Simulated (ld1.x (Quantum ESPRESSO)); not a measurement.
# Li (Z = 3), TM: configuration errors across variants

| Property | Result |
| --- | --- |
| Element | Li |
| Generator | ld1.x (Quantum ESPRESSO) 7.5 |
| Type | norm-conserving Troullier–Martins (Kleinman–Bylander form) |
| Functional | PBE |
| Relativity | non-relativistic |
| Frozen core | none |
| Valence charge | 3 |
| Reference configuration | 1s2 2s0.5 2p0 (charge +0.5) |
| Partial waves | 2p (bound, empty): rc 4.20 bohr; 3d channel at 0.35 Ry: rc 3.85 bohr; 1s (bound): rc 0.50 bohr |
| Local potential | the s channel |
| Core correction | none |

Occupied shells without a wave of their own: 2s. They enter only through the test configuration that unscreens the potential.

All-electron excitation energies from the reference (eV): (1) 1s2 2s1 2p0 -2.049; (2) 1s2 2s0 2p0 3.248; (3) 1s2 2s0 2p1 -0.262; (4) 1s1 2s1 2p0 66.353.

Tests that are not counted but printed errors over 1 eV. “all radii scaled by about 1.39 (s 0.70, p 5.84, d 5.34 bohr)”: 1s2 2s0 2p1 (solver errors, printed error -1.9 eV).

A true bound ghost makes a file unfit for plane-wave use even where its test errors are small: the radial tests pick states by their node count and pass the ghost by.

Errors AE − PS in meV (a dash: test not solved or not reliable):

```csv
change,(1),(2),(3),(4),bound ghosts
base,-1.1,+1.9,+0.1,+25,p
"all radii scaled by about 0.76 (s 0.38, p 3.20, d 2.94 bohr)",-0.3,+0.4,+0.1,+8.0,none
"all radii scaled by about 0.84 (s 0.42, p 3.54, d 3.26 bohr)",-0.4,+0.8,0.0,+12,p
"all radii scaled by about 0.89 (s 0.44, p 3.74, d 3.44 bohr)",-0.6,+1.0,0.0,+15,p
"all radii scaled by about 1.18 (s 0.58, p 4.94, d 4.54 bohr)",-2.4,+4.3,+1.8,+45,none
"all radii scaled by about 1.26 (s 0.64, p 5.30, d 4.86 bohr)",-4.0,+7.0,+5.0,+66,none
"all radii scaled by about 1.32 (s 0.66, p 5.54, d 5.08 bohr)",-4.6,+8.0,+6.5,+72,none
"all radii scaled by about 1.39 (s 0.70, p 5.84, d 5.34 bohr)",-6.6,+12,–,+94,none
```

Give the same row for: all radii scaled by about 1.11 (s 0.56, p 4.66, d 4.28 bohr).

-2.1, +3.7, +1.1, +41; bound ghosts: none.
